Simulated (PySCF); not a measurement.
PySCF input (PBE/def2-QZVPPD):

```python
import numpy as np, basis_set_exchange as bse
from pyscf import gto, scf, dft, df

basis = {'B': gto.basis.parse(bse.get_basis('def2-QZVPPD', elements=['B'], fmt='nwchem')), 'H': gto.basis.parse(bse.get_basis('def2-QZVPPD', elements=['H'], fmt='nwchem')), 'N': gto.basis.parse(bse.get_basis('def2-QZVPPD', elements=['N'], fmt='nwchem'))}
mol = gto.M(
    atom='''
    B    -0.91474652   -0.10148148   -0.02466265
    N     0.52235394   -0.06411667    0.01039311
    H    -1.26973164    1.09815991    0.00322334
    H     1.12003754    0.76684294    0.04962353
    H     1.06694913   -0.90877879   -0.00228534
    ''',
    basis=basis,
    charge=-1,
    verbose=4,
    max_memory=8640,
)
mf = dft.RKS(mol, xc='pbe')
mf.grids.level = 3
mf = mf.density_fit(auxbasis=df.autoaux(mol))
mf.conv_tol = 1e-9
mf.max_cycle = 100
print('smallest overlap eigenvalue', np.linalg.eigvalsh(mol.intor('int1e_ovlp'))[0])
mf.kernel()
dip = mf.dip_moment()
```

Output:

```
PySCF version 2.14.0

[INPUT] verbose = 4
[INPUT] num. atoms = 5
[INPUT] num. electrons = 16
[INPUT] charge = -1
[INPUT] spin (= nelec alpha-beta = 2S) = 0
[INPUT] symmetry False subgroup None
[INPUT] Mole.unit = angstrom
[INPUT] Symbol           X                Y                Z      unit          X                Y                Z       unit  Magmom
[INPUT]  1 B     -0.914746520000  -0.101481480000  -0.024662650000 AA   -1.728620396199  -0.191772203916  -0.046605654006 Bohr   0.0
[INPUT]  2 N      0.522353940000  -0.064116670000   0.010393110000 AA    0.987105886687  -0.121162946319   0.019640131482 Bohr   0.0
[INPUT]  3 H     -1.269731640000   1.098159910000   0.003223340000 AA   -2.399445051295   2.075221470877   0.006091229806 Bohr   0.0
[INPUT]  4 H      1.120037540000   0.766842940000   0.049623530000 AA    2.116564199832   1.449123137156   0.093774881034 Bohr   0.0
[INPUT]  5 H      1.066949130000  -0.908778790000  -0.002285340000 AA    2.016241644543  -1.717343020914  -0.004318666702 Bohr   0.0

nuclear repulsion = 27.1683647780107
number of shells = 71
number of NR pGTOs = 274
number of NR cGTOs = 225
basis = {'B': [[0, [46447.667056, 3.8388681014e-05], [6957.6889042, 0.00029836770197], [1583.4428403, 0.0015645478806], [448.46601009, 0.0065476770742], [146.28639262, 0.023139008388], [52.784386084, 0.069615799357], [20.51939617, 0.17119636876], [8.4185659258, 0.31913191837]], [0, [36.510018312, 0.078990617244], [10.541854005, 0.78926384265]], [0, [3.6004091387, 1.0]], [0, [1.5617023749, 1.0]], [0, [0.44997370775, 1.0]], [0, [0.18075230237, 1.0]], [0, [0.071596696319, 1.0]], [0, [0.029941402533, 1.0]], [1, [72.24046276, 0.00086539170411], [16.807707208, 0.0068762067365], [5.2259410747, 0.030976687148], [1.8508350671, 0.10432357913], [0.72206782663, 0.26164137577]], [1, [0.29491018056, 1.0]], [1, [0.12201141839, 1.0]], [1, [0.049865393625, 1.0]], [2, [1.11, 1.0]], [2, [0.402, 1.0]], [2, [0.145, 1.0]], [2, [0.050896593879, 1.0]], [3, [0.882, 1.0]], [3, [0.311, 1.0]], [4, [0.673, 1.0]]], 'H': [[0, [190.69169, 0.00070815167], [28.605532, 0.0054678827], [6.5095943, 0.027966605], [1.8412455, 0.10764538]], [0, [0.59853725, 1.0]], [0, [0.21397624, 1.0]], [0, [0.080316286, 1.0]], [1, [2.292, 1.0]], [1, [0.838, 1.0]], [1, [0.292, 1.0]], [1, [0.084063199228, 1.0]], [2, [2.062, 1.0]], [2, [0.662, 1.0]], [3, [1.397, 1.0]]], 'N': [[0, [90726.88921, 3.9257887368e-05], [13590.528801, 0.00030513316455], [3092.9883781, 0.0016000560446], [875.99876362, 0.0066982937306], [285.74469982, 0.023690078765], [103.11913417, 0.071455405268], [40.128556777, 0.17632774876], [16.528095704, 0.32677592815]], [0, [69.390960983, 0.080052094386], [20.428200596, 0.78268063538]], [0, [7.1292587972, 1.0]], [0, [3.1324304893, 1.0]], [0, [0.98755778723, 1.0]], [0, [0.38765721307, 1.0]], [0, [0.14909883075, 1.0]], [0, [0.062151630318, 1.0]], [1, [150.0574267, -0.00086216165986], [35.491599483, -0.0068571273236], [11.247864223, -0.031795688855], [4.0900305195, -0.10537396822], [1.6220573146, -0.24519708041]], [1, [0.6644226153, 1.0]], [1, [0.2709977007, 1.0]], [1, [0.10688749984, 1.0]], [2, [2.837, 1.0]], [2, [0.968, 1.0]], [2, [0.335, 1.0]], [2, [0.1082528001, 1.0]], [3, [2.027, 1.0]], [3, [0.685, 1.0]], [4, [1.427, 1.0]]]}
ecp = {}
ETB for H: l = 0, exps = 0.160632572 * 1.8^n , n = 0..11
ETB for H: l = 1, exps = 0.164379485228 * 2^n , n = 0..5
ETB for H: l = 2, exps = 0.168126398456 * 2.2^n , n = 0..5
ETB for H: l = 3, exps = 0.746063199228 * 2.2^n , n = 0..3
ETB for H: l = 4, exps = 1.324 * 2.2^n , n = 0..2
ETB for B: l = 0, exps = 0.059882805066 * 1.8^n , n = 0..16
ETB for B: l = 1, exps = 0.079806796158 * 1.8^n , n = 0..13
ETB for B: l = 2, exps = 0.080837996412 * 1.8^n , n = 0..12
ETB for B: l = 3, exps = 0.100761987504 * 2.2^n , n = 0..7
ETB for B: l = 4, exps = 0.101793187758 * 2.2^n , n = 0..7
ETB for B: l = 5, exps = 0.361896593879 * 2.3^n , n = 0..3
ETB for N: l = 0, exps = 0.124303260636 * 1.8^n , n = 0..16
ETB for N: l = 1, exps = 0.16903913015799998 * 1.8^n , n = 0..13
ETB for N: l = 2, exps = 0.17040443041800002 * 1.8^n , n = 0..12
ETB for N: l = 3, exps = 0.21514029994 * 2.2^n , n = 0..7
ETB for N: l = 4, exps = 0.2165056002 * 2.2^n , n = 0..7
ETB for N: l = 5, exps = 0.7932528001000001 * 2.3^n , n = 0..3
smallest overlap eigenvalue 2.8352458554660442e-05

******** <class 'pyscf.df.df_jk.DFRKS'> ********
method = DFRKS
initial guess = minao
damping factor = 0
level_shift factor = 0
DIIS = <class 'pyscf.scf.diis.CDIIS'>
diis_start_cycle = 1
diis_space = 8
diis_damp = 0
SCF conv_tol = 1e-09
SCF conv_tol_grad = None
SCF max_cycles = 100
direct_scf = False
XC library pyscf.dft.libxc version 7.1.2
    S. Lehtola, C. Steigemann, M. J. T. Oliveira, and M. A. L. Marques,  SoftwareX 7, 1–5 (2018)
XC functionals = pbe
    J. P. Perdew, K. Burke, and M. Ernzerhof,  Phys. Rev. Lett. 77, 3865 (1996)
    J. P. Perdew, K. Burke, and M. Ernzerhof,  Phys. Rev. Lett. 78, 1396 (1997)
    J. P. Perdew, K. Burke, and M. Ernzerhof,  Phys. Rev. Lett. 77, 3865 (1996)
    J. P. Perdew, K. Burke, and M. Ernzerhof,  Phys. Rev. Lett. 78, 1396 (1997)
radial grids:
    Treutler-Ahlrichs [JCP 102, 346 (1995); DOI:10.1063/1.469408] (M4) radial grids

becke partition: Becke, JCP 88, 2547 (1988); DOI:10.1063/1.454033
pruning grids: <function nwchem_prune>
grids dens level: 3
symmetrized grids: False
atomic radii adjust function: <function treutler_atomic_radii_adjust>
small_rho_cutoff = 0
Set gradient conv threshold to 3.16228e-05
Initial guess from minao.
tot grids = 57376
init E= -81.2366130658833
  HOMO = -0.185567635883173  LUMO = -0.0836551284538309  gap/eV = 2.77318
cycle= 1 E= -81.1325738022553  delta_E= 0.104  |g|= 0.609  |ddm|= 1.32
  HOMO = 0.143552582097305  LUMO = 0.17971845099767  gap/eV = 0.98412
cycle= 2 E= -80.3226893969658  delta_E= 0.81  |g|= 1.45  |ddm|=  615
  HOMO = 0.0679614389716257  LUMO = 0.118673176959069  gap/eV = 1.37994
cycle= 3 E= -81.2770940468086  delta_E= -0.954  |g|= 0.0726  |ddm|=  599
  HOMO = 0.0881212823209161  LUMO = 0.116060235111673  gap/eV = 0.76026
cycle= 4 E= -81.2680305495431  delta_E= 0.00906  |g|= 0.164  |ddm|= 50.6
  HOMO = 0.0750819856494314  LUMO = 0.113042801419903  gap/eV = 1.03297
cycle= 5 E= -81.2799528840051  delta_E= -0.0119  |g|= 0.0351  |ddm|= 40.4
  HOMO = 0.0780617245846802  LUMO = 0.113833649416243  gap/eV = 0.97340
cycle= 6 E= -81.2804910874764  delta_E= -0.000538  |g|= 0.00709  |ddm|= 10.3
  HOMO = 0.0770218543402983  LUMO = 0.112954650827204  gap/eV = 0.97778
cycle= 7 E= -81.2805127025291  delta_E= -2.16e-05  |g|= 0.00112  |ddm|= 0.751
  HOMO = 0.0768873315811867  LUMO = 0.112833390725639  gap/eV = 0.97814
cycle= 8 E= -81.2805130151652  delta_E= -3.13e-07  |g|= 0.000503  |ddm|= 0.0653
  HOMO = 0.0768814401488029  LUMO = 0.112834300302621  gap/eV = 0.97833
cycle= 9 E= -81.2805131030756  delta_E= -8.79e-08  |g|= 0.000173  |ddm|= 0.0629
  HOMO = 0.0768558351494288  LUMO = 0.112820702328012  gap/eV = 0.97865
cycle= 10 E= -81.2805131188978  delta_E= -1.58e-08  |g|= 3.5e-05  |ddm|= 0.0275
  HOMO = 0.0768507903935145  LUMO = 0.112818449804221  gap/eV = 0.97873
cycle= 11 E= -81.2805131195179  delta_E= -6.2e-10  |g|= 2.33e-06  |ddm|= 0.0065
  HOMO = 0.076851010152442  LUMO = 0.112818523222192  gap/eV = 0.97873
Extra cycle  E= -81.2805131195146  delta_E= 3.27e-12  |g|= 4.54e-06  |ddm|= 0.000772
converged SCF energy = -81.2805131195146

WARN: System has nonzero charge -1; the dipole moment is origin-dependent.
Location of origin: [0. 0. 0.]

Dipole moment(X, Y, Z, Debye):  6.03151,  2.98337,  0.23260
```
